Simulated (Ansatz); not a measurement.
AsH2(SMe) (CH5AsS). The state is a singlet with charge 0. Geometry relaxed at PBE0-D4/def2-TZVP.

Cartesian coordinates in Å:
```
As 0.960 1.123 -0.865
H 0.266 2.471 -1.015
H 2.110 1.745 -0.084
S -0.183 0.437 0.926
C -0.700 -1.192 0.330
H -1.358 -1.113 -0.534
H -1.253 -1.651 1.151
H 0.158 -1.820 0.090
```

(1) Estimate the harmonic wavenumbers at RKS PBE0-D4/def2-TZVP (Ansatz, unscaled). Is this a minimum?

## Answers

(1) 54, 140, 197, 403, 706, 714, 742, 972, 979, 1014, 1348, 1461, 1473, 2198, 2209, 3061, 3152, 3156 cm⁻¹. Yes, no mode is imaginary beyond noise. Zero-point energy 143.4 kJ/mol. Hardware: 4 threads of Intel Xeon 6975P-C on a shared host. Wall time 36 s.
